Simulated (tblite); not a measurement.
Compound: C4H6ClFSi.
SMILES with atom numbers: `[F:1][C:2]1=[C:3]([Cl:4])[CH2:5][SiH2:6][CH2:7]1` (hydrogens: H8, H9 on C5; H10, H11 on Si6; H12, H13 on C7)

Computed with GFN2-xTB (tblite), gas phase: Langevin dynamics at 300 K from the optimised GFN2-xTB geometry, time step 0.5 fs, friction 0.01 fs⁻¹, 2000 steps. The instantaneous temperature is 2·E(kin)/(3Nk) with all 3N coordinates.

```json
{"t (fs)": "0", "T (K)": "250", "E(pot) above start (eV)": "0.000", "F1–C2 (Å)": "1.351", "C2=C3 (Å)": "1.326", "C3–Cl4 (Å)": "1.732", "C3–C5 (Å)": "1.495", "C5–Si6 (Å)": "1.912", "C5–H8 (Å)": "1.090"}
{"t (fs)": "25", "T (K)": "157", "E(pot) above start (eV)": "0.217", "F1–C2 (Å)": "1.328", "C2=C3 (Å)": "1.328", "C3–Cl4 (Å)": "1.789", "C3–C5 (Å)": "1.462", "C5–Si6 (Å)": "1.938", "C5–H8 (Å)": "1.097"}
{"t (fs)": "50", "T (K)": "181", "E(pot) above start (eV)": "0.293", "F1–C2 (Å)": "1.347", "C2=C3 (Å)": "1.341", "C3–Cl4 (Å)": "1.727", "C3–C5 (Å)": "1.444", "C5–Si6 (Å)": "1.911", "C5–H8 (Å)": "1.107"}
{"t (fs)": "75", "T (K)": "160", "E(pot) above start (eV)": "0.325", "F1–C2 (Å)": "1.348", "C2=C3 (Å)": "1.326", "C3–Cl4 (Å)": "1.741", "C3–C5 (Å)": "1.448", "C5–Si6 (Å)": "1.925", "C5–H8 (Å)": "1.090"}
{"t (fs)": "100", "T (K)": "281", "E(pot) above start (eV)": "0.245", "F1–C2 (Å)": "1.332", "C2=C3 (Å)": "1.309", "C3–Cl4 (Å)": "1.759", "C3–C5 (Å)": "1.502", "C5–Si6 (Å)": "1.891", "C5–H8 (Å)": "1.100"}
{"t (fs)": "125", "T (K)": "208", "E(pot) above start (eV)": "0.386", "F1–C2 (Å)": "1.373", "C2=C3 (Å)": "1.333", "C3–Cl4 (Å)": "1.729", "C3–C5 (Å)": "1.531", "C5–Si6 (Å)": "1.938", "C5–H8 (Å)": "1.121"}
{"t (fs)": "150", "T (K)": "204", "E(pot) above start (eV)": "0.568", "F1–C2 (Å)": "1.341", "C2=C3 (Å)": "1.367", "C3–Cl4 (Å)": "1.651", "C3–C5 (Å)": "1.568", "C5–Si6 (Å)": "1.892", "C5–H8 (Å)": "1.055"}
{"t (fs)": "175", "T (K)": "311", "E(pot) above start (eV)": "0.485", "F1–C2 (Å)": "1.403", "C2=C3 (Å)": "1.343", "C3–Cl4 (Å)": "1.753", "C3–C5 (Å)": "1.524", "C5–Si6 (Å)": "1.971", "C5–H8 (Å)": "1.070"}
{"t (fs)": "200", "T (K)": "310", "E(pot) above start (eV)": "0.607", "F1–C2 (Å)": "1.366", "C2=C3 (Å)": "1.262", "C3–Cl4 (Å)": "1.795", "C3–C5 (Å)": "1.491", "C5–Si6 (Å)": "1.894", "C5–H8 (Å)": "1.122"}
{"t (fs)": "225", "T (K)": "374", "E(pot) above start (eV)": "0.549", "F1–C2 (Å)": "1.356", "C2=C3 (Å)": "1.330", "C3–Cl4 (Å)": "1.702", "C3–C5 (Å)": "1.475", "C5–Si6 (Å)": "1.869", "C5–H8 (Å)": "1.085"}
{"t (fs)": "250", "T (K)": "341", "E(pot) above start (eV)": "0.507", "F1–C2 (Å)": "1.300", "C2=C3 (Å)": "1.379", "C3–Cl4 (Å)": "1.711", "C3–C5 (Å)": "1.511", "C5–Si6 (Å)": "1.920", "C5–H8 (Å)": "1.075"}
{"t (fs)": "275", "T (K)": "392", "E(pot) above start (eV)": "0.528", "F1–C2 (Å)": "1.328", "C2=C3 (Å)": "1.312", "C3–Cl4 (Å)": "1.787", "C3–C5 (Å)": "1.556", "C5–Si6 (Å)": "1.892", "C5–H8 (Å)": "1.082"}
{"t (fs)": "300", "T (K)": "349", "E(pot) above start (eV)": "0.421", "F1–C2 (Å)": "1.405", "C2=C3 (Å)": "1.321", "C3–Cl4 (Å)": "1.754", "C3–C5 (Å)": "1.469", "C5–Si6 (Å)": "1.978", "C5–H8 (Å)": "1.108"}
{"t (fs)": "325", "T (K)": "268", "E(pot) above start (eV)": "0.571", "F1–C2 (Å)": "1.393", "C2=C3 (Å)": "1.334", "C3–Cl4 (Å)": "1.725", "C3–C5 (Å)": "1.435", "C5–Si6 (Å)": "1.886", "C5–H8 (Å)": "1.064"}
{"t (fs)": "350", "T (K)": "230", "E(pot) above start (eV)": "0.456", "F1–C2 (Å)": "1.357", "C2=C3 (Å)": "1.325", "C3–Cl4 (Å)": "1.752", "C3–C5 (Å)": "1.455", "C5–Si6 (Å)": "1.931", "C5–H8 (Å)": "1.048"}
{"t (fs)": "375", "T (K)": "351", "E(pot) above start (eV)": "0.295", "F1–C2 (Å)": "1.341", "C2=C3 (Å)": "1.332", "C3–Cl4 (Å)": "1.748", "C3–C5 (Å)": "1.476", "C5–Si6 (Å)": "1.921", "C5–H8 (Å)": "1.106"}
{"t (fs)": "400", "T (K)": "300", "E(pot) above start (eV)": "0.570", "F1–C2 (Å)": "1.324", "C2=C3 (Å)": "1.338", "C3–Cl4 (Å)": "1.690", "C3–C5 (Å)": "1.506", "C5–Si6 (Å)": "1.883", "C5–H8 (Å)": "1.121"}
{"t (fs)": "425", "T (K)": "330", "E(pot) above start (eV)": "0.469", "F1–C2 (Å)": "1.341", "C2=C3 (Å)": "1.325", "C3–Cl4 (Å)": "1.729", "C3–C5 (Å)": "1.534", "C5–Si6 (Å)": "1.907", "C5–H8 (Å)": "1.071"}
{"t (fs)": "450", "T (K)": "274", "E(pot) above start (eV)": "0.444", "F1–C2 (Å)": "1.382", "C2=C3 (Å)": "1.325", "C3–Cl4 (Å)": "1.721", "C3–C5 (Å)": "1.531", "C5–Si6 (Å)": "1.931", "C5–H8 (Å)": "1.082"}
{"t (fs)": "475", "T (K)": "281", "E(pot) above start (eV)": "0.448", "F1–C2 (Å)": "1.428", "C2=C3 (Å)": "1.338", "C3–Cl4 (Å)": "1.740", "C3–C5 (Å)": "1.473", "C5–Si6 (Å)": "1.902", "C5–H8 (Å)": "1.114"}
{"t (fs)": "500", "T (K)": "333", "E(pot) above start (eV)": "0.359", "F1–C2 (Å)": "1.386", "C2=C3 (Å)": "1.311", "C3–Cl4 (Å)": "1.747", "C3–C5 (Å)": "1.447", "C5–Si6 (Å)": "1.915", "C5–H8 (Å)": "1.090"}
{"t (fs)": "525", "T (K)": "304", "E(pot) above start (eV)": "0.469", "F1–C2 (Å)": "1.331", "C2=C3 (Å)": "1.321", "C3–Cl4 (Å)": "1.793", "C3–C5 (Å)": "1.473", "C5–Si6 (Å)": "1.847", "C5–H8 (Å)": "1.084"}
{"t (fs)": "550", "T (K)": "261", "E(pot) above start (eV)": "0.633", "F1–C2 (Å)": "1.360", "C2=C3 (Å)": "1.352", "C3–Cl4 (Å)": "1.702", "C3–C5 (Å)": "1.546", "C5–Si6 (Å)": "1.983", "C5–H8 (Å)": "1.116"}
{"t (fs)": "575", "T (K)": "362", "E(pot) above start (eV)": "0.478", "F1–C2 (Å)": "1.375", "C2=C3 (Å)": "1.327", "C3–Cl4 (Å)": "1.803", "C3–C5 (Å)": "1.524", "C5–Si6 (Å)": "1.907", "C5–H8 (Å)": "1.077"}
{"t (fs)": "600", "T (K)": "261", "E(pot) above start (eV)": "0.573", "F1–C2 (Å)": "1.306", "C2=C3 (Å)": "1.309", "C3–Cl4 (Å)": "1.785", "C3–C5 (Å)": "1.417", "C5–Si6 (Å)": "1.956", "C5–H8 (Å)": "1.061"}
{"t (fs)": "625", "T (K)": "344", "E(pot) above start (eV)": "0.275", "F1–C2 (Å)": "1.388", "C2=C3 (Å)": "1.336", "C3–Cl4 (Å)": "1.727", "C3–C5 (Å)": "1.489", "C5–Si6 (Å)": "1.896", "C5–H8 (Å)": "1.094"}
{"t (fs)": "650", "T (K)": "327", "E(pot) above start (eV)": "0.346", "F1–C2 (Å)": "1.368", "C2=C3 (Å)": "1.341", "C3–Cl4 (Å)": "1.678", "C3–C5 (Å)": "1.497", "C5–Si6 (Å)": "1.942", "C5–H8 (Å)": "1.103"}
{"t (fs)": "675", "T (K)": "307", "E(pot) above start (eV)": "0.514", "F1–C2 (Å)": "1.290", "C2=C3 (Å)": "1.309", "C3–Cl4 (Å)": "1.871", "C3–C5 (Å)": "1.501", "C5–Si6 (Å)": "1.924", "C5–H8 (Å)": "1.110"}
{"t (fs)": "700", "T (K)": "390", "E(pot) above start (eV)": "0.388", "F1–C2 (Å)": "1.330", "C2=C3 (Å)": "1.310", "C3–Cl4 (Å)": "1.694", "C3–C5 (Å)": "1.505", "C5–Si6 (Å)": "1.923", "C5–H8 (Å)": "1.086"}
{"t (fs)": "725", "T (K)": "331", "E(pot) above start (eV)": "0.621", "F1–C2 (Å)": "1.378", "C2=C3 (Å)": "1.368", "C3–Cl4 (Å)": "1.654", "C3–C5 (Å)": "1.484", "C5–Si6 (Å)": "1.867", "C5–H8 (Å)": "1.067"}
{"t (fs)": "750", "T (K)": "248", "E(pot) above start (eV)": "0.523", "F1–C2 (Å)": "1.295", "C2=C3 (Å)": "1.326", "C3–Cl4 (Å)": "1.760", "C3–C5 (Å)": "1.480", "C5–Si6 (Å)": "1.955", "C5–H8 (Å)": "1.083"}
{"t (fs)": "775", "T (K)": "244", "E(pot) above start (eV)": "0.403", "F1–C2 (Å)": "1.350", "C2=C3 (Å)": "1.287", "C3–Cl4 (Å)": "1.809", "C3–C5 (Å)": "1.532", "C5–Si6 (Å)": "1.902", "C5–H8 (Å)": "1.096"}
{"t (fs)": "800", "T (K)": "363", "E(pot) above start (eV)": "0.318", "F1–C2 (Å)": "1.369", "C2=C3 (Å)": "1.350", "C3–Cl4 (Å)": "1.664", "C3–C5 (Å)": "1.497", "C5–Si6 (Å)": "1.958", "C5–H8 (Å)": "1.103"}
{"t (fs)": "825", "T (K)": "347", "E(pot) above start (eV)": "0.372", "F1–C2 (Å)": "1.354", "C2=C3 (Å)": "1.364", "C3–Cl4 (Å)": "1.759", "C3–C5 (Å)": "1.488", "C5–Si6 (Å)": "1.872", "C5–H8 (Å)": "1.075"}
{"t (fs)": "850", "T (K)": "323", "E(pot) above start (eV)": "0.413", "F1–C2 (Å)": "1.369", "C2=C3 (Å)": "1.328", "C3–Cl4 (Å)": "1.708", "C3–C5 (Å)": "1.499", "C5–Si6 (Å)": "1.974", "C5–H8 (Å)": "1.076"}
{"t (fs)": "875", "T (K)": "201", "E(pot) above start (eV)": "0.600", "F1–C2 (Å)": "1.392", "C2=C3 (Å)": "1.318", "C3–Cl4 (Å)": "1.795", "C3–C5 (Å)": "1.493", "C5–Si6 (Å)": "1.895", "C5–H8 (Å)": "1.124"}
{"t (fs)": "900", "T (K)": "257", "E(pot) above start (eV)": "0.390", "F1–C2 (Å)": "1.383", "C2=C3 (Å)": "1.334", "C3–Cl4 (Å)": "1.701", "C3–C5 (Å)": "1.465", "C5–Si6 (Å)": "1.917", "C5–H8 (Å)": "1.079"}
{"t (fs)": "925", "T (K)": "266", "E(pot) above start (eV)": "0.355", "F1–C2 (Å)": "1.396", "C2=C3 (Å)": "1.329", "C3–Cl4 (Å)": "1.711", "C3–C5 (Å)": "1.520", "C5–Si6 (Å)": "1.881", "C5–H8 (Å)": "1.040"}
{"t (fs)": "950", "T (K)": "253", "E(pot) above start (eV)": "0.284", "F1–C2 (Å)": "1.322", "C2=C3 (Å)": "1.339", "C3–Cl4 (Å)": "1.722", "C3–C5 (Å)": "1.538", "C5–Si6 (Å)": "1.950", "C5–H8 (Å)": "1.091"}
{"t (fs)": "975", "T (K)": "241", "E(pot) above start (eV)": "0.257", "F1–C2 (Å)": "1.334", "C2=C3 (Å)": "1.305", "C3–Cl4 (Å)": "1.765", "C3–C5 (Å)": "1.507", "C5–Si6 (Å)": "1.911", "C5–H8 (Å)": "1.117"}
{"t (fs)": "1000", "T (K)": "174", "E(pot) above start (eV)": "0.267", "F1–C2 (Å)": "1.388", "C2=C3 (Å)": "1.326", "C3–Cl4 (Å)": "1.713", "C3–C5 (Å)": "1.483", "C5–Si6 (Å)": "1.935", "C5–H8 (Å)": "1.151"}
```

Question: From 500 fs on, how do temperature and potential energy compare with equipartition?

Answer: The mean temperature of these 21 frames is 292 K against the target 300 K, and the mean potential energy 0.42 eV against 33 × kT/2 = 0.43 eV for 33 classical harmonic modes. For 13 atoms in a canonical ensemble the temperature itself scatters by T·√(2/(3N)) = 68 K; here its standard deviation is 56 K. The whole run lasts only 10 friction times of 100 fs, so these averages carry a wide statistical error.

Question: What are the kinetic and total energies of the listed frame with the highest potential energy?

Answer: The one at 550 fs, 0.633 eV above the start. Its kinetic energy is 3NkT/2 = 0.439 eV at 261 K, so the sum is 1.07 eV; over the listed frames the sum runs from 0.42 to 1.19 eV, since the thermostat adds and removes energy.

Question: How much do the listed bonds fluctuate from 500 fs on?

Answer: 
```tsv
bond	at the start (Å)	mean (Å)	standard deviation (Å)
F1–C2	1.351	1.355	0.032
C2=C3	1.326	1.328	0.019
C3–Cl4	1.732	1.741	0.054
C3–C5	1.495	1.495	0.029
C5–Si6	1.912	1.920	0.035
C5–H8	1.090	1.091	0.024
```

The motion is classical and holds no zero-point motion.

What follows is the cost of the whole dynamics run. On Arm Neoverse N1, one thread, no GPU, shared host, this took 22 s wall.
